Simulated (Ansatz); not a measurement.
Ansatz (a quantum-chemistry and plane-wave program) input (B3LYP-D3(BJ)/def2-TZVP):

Ansatz 0.2 input:
```yaml
crystal:
  periodic: [false, false, false]
  atoms:
    - {symbol: Si, position_ang: [-0.47812056, 0.52458322, -0.04818338]}
    - {symbol: Br, position_ang: [1.93501981, 0.27361611, -0.04626076]}
    - {symbol: H, position_ang: [-0.69890663, -0.51208813, -1.10477879]}
    - {symbol: H, position_ang: [-0.68325068, -0.34319514, 1.15307519]}
basis:
  gaussian:
    orbitals: def2-TZVP
hamiltonian:
  xc: b3lyp
  dispersion: d3bj
total_charge: -1
relax: {f_tol: 0.002, max_steps: 150}
```

End of the output:

```
integrals: 0.03 GiB planned
762 factors; their error is unknown
0.15 GiB of the device are held for the grids
0.33 GiB of device memory are held for the factors and their scratch space
mean field: 0.46 GiB planned
mean field evaluation 64: about -77959.7838 eV, gradient 8.5e-4 eV
mean field -77959.78376106 eV, -2864.9692101796 hartree, gradient 1.7e-5 eV, S^2 0.000000; 1 other end points of the search recorded, 0 dependent functions left out
the calculation of the forces begins
reference -77959.78397041 eV, -2864.9692178731 hartree; 26, 26 occupied and 71, 71 virtual orbitals, 762 factors
Total energy: -77959.93303436 eV, -2864.9746958721 hartree
Atom 0 at    -0.482830     0.578476    -0.052361 Å, force    -0.001737    -0.000155     0.000016 eV/Å
Atom 1 at     1.981870     0.280529    -0.047111 Å, force     0.000997    -0.000382     0.000021 eV/Å
Atom 2 at    -0.719776    -0.540599    -1.078299 Å, force     0.000372     0.000273    -0.000001 eV/Å
Atom 3 at    -0.704522    -0.375490     1.131624 Å, force     0.000367     0.000263    -0.000036 eV/Å
Dipole moment:     0.614438    -0.064289     0.000563 e Å
```

It need not be the lowest isomer of its formula. Whether it binds its extra electron was not tested at this geometry.
